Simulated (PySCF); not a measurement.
An unknown is described by computed data only.

Elements present: B, C, H, N and Si. Monoisotopic mass: 151.0616 u.

- Polarisability: 136.6 au [PBE0/def2-SVPD]
- Rotational structure: rotational constants A, B, C: 1.846, 0.818, 0.575 GHz [PBE0-D3(BJ)/def2-SVP]
- NMR, other nuclei: isotropic shieldings of nuclei other than C and H, by class: 41 (1 B), 64 (1 B), 174 (1 N), 393 (2 Si) ppm [GIAO PBE0/pcSseg-1]
- Dipole: 1.36 D [PBE0/def2-SVPD]
- 1H NMR: chemical shifts (computed TMS as zero) by class: 7.58 (2 H), 7.45 (2 H), 6.25 (1 H), 4.96 (6 H) ppm [GIAO PBE0/pcSseg-1]
- 13C NMR: chemical shifts (computed TMS as zero) by class: 162.7 (2 C), 161.1 (2 C) ppm [GIAO PBE0/pcSseg-1]
- UV, first state: lowest singlet excitation: 3.34 eV (371 nm, f = 0.000) [TDDFT PBE0/def2-SVPD]
- UV, strongest line: among the 10 lowest singlet transitions: S4 at 4.31 eV (287 nm, f = 0.182) [TDDFT PBE0/def2-SVPD]
- Triplet: lowest triplet excitation (Tamm–Dancoff): 2.37 eV [TDA PBE0/def2-SVPD]
- Valence photoelectron: vertical ionisation energy: 9.34 eV [ΔSCF PBE0/def2-SVPD]

Electronic properties: PySCF, gas phase, density fitting. Levels stand in brackets. Isolated species at its PBE0-D3(BJ)/def2-SVP geometry, gas phase. NMR classes are plain means over equivalent atoms (diastereotopic ones count apart unless rotation or inversion swaps them), as if these changed places fast.

Q: Which formula fits the mass and the elements?

A: C4H11B2NSi2 (calculated 151.0616). No other formula that holds each of these elements comes within 0.0003 u with a fitting electron parity and a possible valence count.

Q: What is the compound? Reason from the data.

A: Numbering: `[SiH3:1][N:2]([SiH3:3])[B:4]1[CH:5]=[CH:6][BH:7][CH:8]=[CH:9]1`. 4 carbons fall into 2 classes; from least to most shielded: unsaturated ring CH carbon [C5/C9] (162.7 ppm, 2 C), unsaturated ring CH carbon [C6/C8] (161.1 ppm, 2 C). Hydrogen classes from least to most shielded: 2 H on 2 unsaturated ring CH carbons, C6/C8 (7.58 ppm), 2 H on 2 unsaturated ring CH carbons, C5/C9 (7.45 ppm), 1 H on a ring boron, B7 (6.25 ppm), 6 H on 2 SiH3 silicons, Si1/Si3 (4.96 ppm). The other shieldings belong to: 41 ppm, ring boron [B7]; 64 ppm, ring boron [B4]; 174 ppm, nitrogen bridging silicon atoms [N2]; 393 ppm, SiH3 silicon [Si1/Si3]. The first electron is taken from the HOMO, whose largest Löwdin shares are 0.21 on each of 3 atoms of one kind (unsaturated ring CH carbon) and 0.20 on an unsaturated ring CH carbon. By its constants the optimised geometry is an asymmetric top. Structure: `C1BC=CB(N([SiH3])[SiH3])C=1`. The assignments are read from this structure; whether some other isomer fits the data as well wasn't checked.

The values belong to the conformer `[SiH3:1][N:2]([SiH3:3])[B:4]1[CH:5]=[CH:6][BH:7][CH:8]=[CH:9]1`: Si1–N2–B4–C5 3°.
